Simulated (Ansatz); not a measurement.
`ClB(Cl)Cl` + CH₃NH₂ → `CNB(Cl)Cl` + HCl at 298.15 K and 1 bar (ligand exchange at a B–Cl bond).

Calculated with Ansatz (gas phase, PBE0-D4/def2-TZVP geometries, no zero-point term in ΔE). CBS: MP2 limit from def2 TZ/QZ plus the TZ coupled-cluster correction, frozen cores. This one scheme is used for every species. One conformer a species, not always the lowest.

```tsv
species	CCSD(T)/CBS energy (Eh)	H − E (kJ/mol)	S (J/(mol·K))
`ClB(Cl)Cl`	-1404.24732	34.3	289.5
CH₃NH₂	-95.75281	180.0	240.4
`CNB(Cl)Cl`	-1039.64309	182.8	335.0
HCl	-460.38127	26.6	186.8
```

H − E and S are ideal-gas, rigid-rotor, harmonic terms from PBE0-D4/def2-TZVP, for one conformer and one mirror image of each species. 1 Eh = 2625.50 kJ/mol, R = 8.31446 J/(mol·K).

Q: By hand: ΔE, ΔH, ΔS and ΔG.

A: ΔE = (-1039.64309) + (-460.38127) − (-1404.24732) − (-95.75281) = -0.02423 Eh = -63.6 kJ/mol. Δ(H − E) = 182.8 + 26.6 − 34.3 − 180.0 = -4.9, so ΔH = -68.5 kJ/mol. ΔS = 335.0 + 186.8 − 289.5 − 240.4 = -8.1 J/(mol·K). ΔG = -68.5 − 298.15 × (-8.1)/1000 = -66.1 kJ/mol.

Q: By hand: the equilibrium constant, and the temperature at which ΔG would vanish if ΔH and ΔS stayed fixed.

A: log₁₀ K = −ΔG/(RT ln 10) = 11.6. ΔG = 0 at ΔH/ΔS = 8457 K, far beyond where these terms or the molecules hold.

The number of gas molecules stays the same, so ΔS is small and ΔH decides. A doubt of 5 kJ/mol in ΔE shifts log₁₀ K by 0.9 here. Other conformers and mirror images would add mixing entropy, several J/(mol·K) or more a flexible species. These are equilibria of isolated gas molecules and say nothing of rates. Largest T1 diagnostic: 0.011 (customary marks: 0.02 for closed shells, 0.045 for open ones).
